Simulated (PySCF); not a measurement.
A search over the determinants of SiSe

Unrestricted PBE0; basis Si x2c-SVPall, Se x2c-SVPall; spin-free X2C with a Gaussian nucleus; PySCF 2.14. Outer shells of the fragments: Si 3s2 3p2; Se 3d10 4s2 4p4.

Followed along the bond (rough minima from three points):

```json
{"2Ms+1": "1", "unpaired": "none", "⟨S²⟩ at the start": "0.00", "R at minimum (Å)": "2.07", "Te (eV)": "0.00"}
{"2Ms+1": "3", "unpaired": "π ↑↑", "⟨S²⟩ at the start": "2.01", "R at minimum (Å)": "none in the scan", "Te (eV)": "≤ 2.59"}
{"2Ms+1": "5", "unpaired": "σ ↑, π ↑↑↑", "⟨S²⟩ at the start": "6.00", "R at minimum (Å)": "none in the scan", "Te (eV)": "≤ 4.87"}
```

Solutions found at the starting distance of 2.230 Å, counted from the lowest of them; the search is not exhaustive and high or unbound solutions are not listed, so other states can lie among these:

```csv
2Ms+1,unpaired,term,E (eV),⟨S²⟩,⟨Lz²⟩,μ (D)
1,none,¹Σ⁺,0.00,0.00,0.00,-1.77
3,π ↑↑,mixed,2.29,2.01,2.01,0.37
3,π ↑↑,mixed,2.65,2.01,2.01,0.09
1,π ↑↓,mixed,2.72,1.01,2.01,-0.01
3,"σ ↑, π ↑",³Π,2.76,2.01,1.01,-1.77
1,"σ ↓, π ↑",mixed,3.10,1.02,1.01,-1.45
5,"σ ↑, π ↑↑↑",⁵Π,4.70,6.00,1.00,0.45
3,"σ ↑, π ↑↑↓",mixed,5.53,3.01,3.02,0.98
5,π ↑↑↑↑,⁵Σ⁺,5.64,6.02,0.00,4.58
1,"σ ↓, π ↑↑↓",mixed,5.69,2.02,3.02,0.91
3,σ ↑↑,³Σ⁺,5.99,2.02,0.00,-1.25
3,"σ ↑, π ↑",³Π,6.01,2.00,1.01,0.20
1,π ↑↑↓↓,mixed,6.40,2.02,4.03,4.54
5,"σ ↑↑, π ↑↑",mixed,7.78,6.01,2.01,0.69
```

A term symbol is given only where ⟨S²⟩ and ⟨Lz²⟩ are close to those of a pure state; real π, δ and φ orbitals otherwise mix terms. A positive dipole means Si(−)Se(+).

Counting both spins, an empty level lies below a filled one in some of these solutions, because spin and occupation are held.
